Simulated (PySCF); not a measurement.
**LiBr: a composite coupled-cluster calculation**

State: ¹Σ⁺, singlet, closed shell. De refers to Li + Br. RHF-based CCSD(T) in PySCF 2.14 with Li cc-pVTZ, Br cc-pVTZ-PP with ECP10 and Li cc-pVQZ, Br cc-pVQZ-PP with ECP10 (frozen core orbitals: 10; scalar-relativistic core potentials). Correlation energies are extrapolated as n⁻³ (n = 3, 4), Hartree–Fock as (n+1)·exp(−9√n). CV is the change on freezing 4 orbitals instead, in Li cc-pCVTZ, Br cc-pwCVTZ-PP with ECP10.

| Level | Re (Å) | ωe (cm⁻¹) | ωexe (cm⁻¹) | αe (cm⁻¹) | De (eV) |
| --- | --- | --- | --- | --- | --- |
| CCSD(T)/TZ | 2.1974 | 554.8 | 3.29 | 0.00535 | 4.223 |
| CCSD(T)/QZ | 2.1943 | 553.8 | 3.37 | 0.00543 | 4.362 |
| HF/CBS | 2.1904 | 558.5 | 3.44 | 0.00544 | 3.262 |
| MP2/CBS | 2.1945 | 553.7 | 3.41 | 0.00545 | 4.499 |
| CCSD/CBS | 2.1900 | 557.0 | 3.41 | 0.00546 | 4.375 |
| CCSD(T)/CBS | 2.1931 | 554.0 | 3.41 | 0.00547 | 4.461 |
| CCSD(T)/CBS+CV | 2.1770 | 561.1 | 3.47 | 0.00555 | 4.499 |

Question: How much is left between CCSD(T)/QZ and the basis-set limit, and how much do the triples give at the limit?

Answer: CCSD(T)/CBS less CCSD(T)/QZ: -1.2 mÅ in Re, +0.2 cm⁻¹ in ωe and +0.099 eV in De. CCSD(T)/CBS less CCSD/CBS: +3.1 mÅ in Re, -3.0 cm⁻¹ in ωe and +0.086 eV in De.

Question: What do the later terms add?

Answer: CV: -16.1 mÅ in Re, +7.1 cm⁻¹ in ωe and +0.038 eV in De, each against the row above.

Measured (Huber and Herzberg, Constants of Diatomic Molecules (1979)): Re = 2.170427 Å, ωe = 563.16 cm⁻¹, ωexe = 3.53 cm⁻¹. The last row is off by 6.6 mÅ and -2.1 cm⁻¹.

The T1 diagnostic is 0.006. The open-shell atoms are computed with UHF. Spin–orbit coupling, excitations beyond (T) and corrections to the Born–Oppenheimer picture are left out.

The whole job (state search and all basis sets along the bond) took about 6.4 min on 4 threads of Arm Neoverse V1 (shared host), peak memory 4.4 GiB.
